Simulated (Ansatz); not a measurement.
Computed with Ansatz on PBE0-D4/def2-TZVP structures; ΔE is electronic, products minus reactants. CBS: MP2 limit from def2 TZ/QZ plus the TZ coupled-cluster correction, frozen cores. One conformer a species, not always the lowest.

Consider the isomerisation: `CO[SiH2]CN` → `CCO[SiH2]N`.

```csv
species,CCSD(T)/CBS(def2) energy (Eh)
`CO[SiH2]CN`,-500.49804
`CCO[SiH2]N`,-500.54764
```

(1) Work out ΔE.

Largest T1 diagnostic among the species: 0.011.

## Answers

(1) ΔE = (-500.54764) − (-500.49804) = -0.04960 Eh = -130.2 kJ/mol.

From PBE to PBE0 (25 % exact exchange), in def2-TZVPP and without D4, ΔE moves by −3.9 kJ/mol.
